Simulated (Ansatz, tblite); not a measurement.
Removing and adding an electron: Ga12As12H32, a nanocrystal cut from zinc blende GaAs (hydrogen-capped). The state is a singlet with charge 0. Geometry: PBE-D4/def2-SVP. Ansatz, gas phase; energy differences of separate SCF runs; the oxidised species was run as a doublet alone; the reduced species was run as a doublet alone.

Cartesian coordinates in Å:
```
Ga 1.3114 -3.8454 2.7034
Ga -4.7971 -2.0119 0.8257
Ga -3.4687 2.6515 1.1557
Ga 3.1445 -0.0379 3.0479
Ga 0.5659 3.4879 2.1014
Ga -0.7363 -0.3418 1.9785
Ga 0.1058 -2.9171 -1.1900
Ga -1.9294 0.4481 -1.6825
Ga 1.8498 0.8374 -0.6743
Ga 4.1539 -2.5498 -0.2151
Ga -0.4213 4.0425 -1.9708
Ga 1.0102 0.6403 -5.1306
As -2.7184 -1.8321 2.2444
As 1.0825 -1.3706 3.2588
As 1.9552 -3.6053 0.3059
As -1.3764 1.9889 2.3969
As -3.8822 -1.0701 -1.3419
As -2.4149 2.7610 -1.1263
As 2.3949 2.3433 3.3750
As 3.6356 -0.2073 0.6391
As 1.2148 3.1705 -0.2620
As -0.1360 -0.5470 -0.3766
As -1.2315 0.1393 -4.0600
As 2.4645 0.5302 -3.0718
H 2.5136 -4.3730 3.5814
H -0.1669 -4.4139 2.8093
H -5.0626 -3.5419 0.5663
H -5.8110 -0.9414 1.3684
H -3.9158 4.0826 1.6342
H -4.3951 1.3683 1.1395
H 4.3185 -0.3684 4.0450
H 0.3677 4.9789 2.5709
H -1.2823 -3.5941 -0.8110
H 0.5609 -2.7577 -2.7052
H 5.3028 -3.1020 0.7172
H 4.3077 -2.3746 -1.7853
H -0.6158 5.5884 -1.7497
H -0.0256 3.3639 -3.3448
H 0.9543 2.1484 -5.5673
H 1.3614 -0.6065 -6.0253
H -3.1696 -1.6982 3.6964
H -2.0741 -3.2095 2.3637
H 0.6632 -1.1994 4.7200
H 2.2211 -5.0618 -0.0817
H -1.6774 2.0654 3.8942
H -5.0453 -0.4582 -2.1204
H -3.6175 -2.2415 -2.2822
H -3.5548 3.0784 -2.0964
H 2.1080 2.5532 4.8610
H 3.6260 3.2453 3.3028
H 4.8458 0.7047 0.4294
H 2.5079 3.9748 -0.4008
H -1.5803 -1.3128 -4.3695
H -2.3193 0.7848 -4.9164
H 3.1991 -0.8063 -3.0486
H 3.6790 1.4193 -3.3257
```

The xTB rows come from tblite. Single mean-field runs in def2-SVP are fitted with def2-universal-jkfit. HOMO above LUMO, or a gap near zero within one spin, warns that the state may not be the lowest or that an electron is smeared out.

```tsv
level	−HOMO (eV)	vertical IE (eV)	−LUMO (eV)	vertical EA (eV)	HOMO–LUMO gap (eV)	IE − EA (eV)	remarks
GFN1-xTB	10.48	11.78	6.99	5.76	3.49	6.03	–
GFN2-xTB	10.62	11.99	6.87	–	3.75	–	–
PBE-D4/def2-SVP	5.85	7.33	2.33	1.10	3.51	6.22	HOMO above zero (-1 doublet), gap within one spin near zero (+1 doublet), gap within one spin near zero (-1 doublet)
r2SCANh-D4/def2-SVP	6.45	7.69	1.94	0.86	4.51	6.82	HOMO above zero (-1 doublet)
PBE0-D4/def2-SVP	6.81	7.84	1.64	0.83	5.17	7.01	HOMO above zero (-1 doublet)
```

   A HOMO above zero means that the electron is unbound at that level or that self-interaction error raises the level; the energy of removing that electron tells which. Raw xTB energy differences between charge states are shifted by several eV; the methods need an empirical correction for them. Sets without diffuse functions give affinities that are too small.
